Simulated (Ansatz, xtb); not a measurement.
F2GaGeH3: 3 structures ranked

3 gas-phase structures of F2GaGeH3, found in a search over its isomers (lower ones may exist). Each was relaxed with GFN2-xTB; where two conformers were screened, the lower at r2SCAN-D4/def2-SVP is listed:

A. a singlet given by its coordinates
B. `[F][Ga]([F])[GeH3]`, a singlet
C. `[F][GaH][GeH2][F]`, a singlet

A (Å):

```xyz
7

F     0.4946    0.3241    0.8798
F    -1.1280   -0.9396    2.3418
Ga    0.0343   -1.5932    0.9063
Ge   -0.7116    1.1735    2.4275
H    -1.8695    1.3351    1.2964
H     1.2044   -2.3407    1.5499
H    -0.8288   -1.8928   -0.3177
```

Close contacts (Å): F1–Ga3 1.97, F1–Ge4 2.14, F2–Ga3 1.96, F2–Ge4 2.16, Ga3–H6 1.53, Ga3–H7 1.53, Ge4–H5 1.63.

Question: Make a reasoned guess at their ranking by r2SCAN-D4/def2-SVP single-point energy.

Answer: Calculated order at r2SCAN-D4/def2-SVP: B (0.0), A (14.0), C (15.8) kcal/mol.

Energies above the lowest of each column, in kcal/mol; the last columns are at B3LYP/6-31G* geometries:

```tsv
structure	GFN2-xTB	HF/STO-3G	r2SCAN-D4/def2-SVP	B3LYP/6-31G*	CCSD(T)/def2-SVP + ΔMP2/def2-TZVPP
B	0.0	0.0	0.0	0.0	0.0
A	0.2	22.5	14.0	4.2	13.0
C	18.5	15.8	15.8	13.9	13.6
```

Every level run on B puts it lowest or level with the lowest. Flexible structures stand in one conformer each, not always the lowest. B keeps a small imaginary mode. The ΔMP2 step shifts differences by up to 7.0 kcal/mol, which makes them less sure. ΔMP2 is the change of the MP2 energy from the smaller to the larger basis.

Programs: Ansatz 0.2.0, xtb 6.7.1 (Pople sets with spherical d functions).
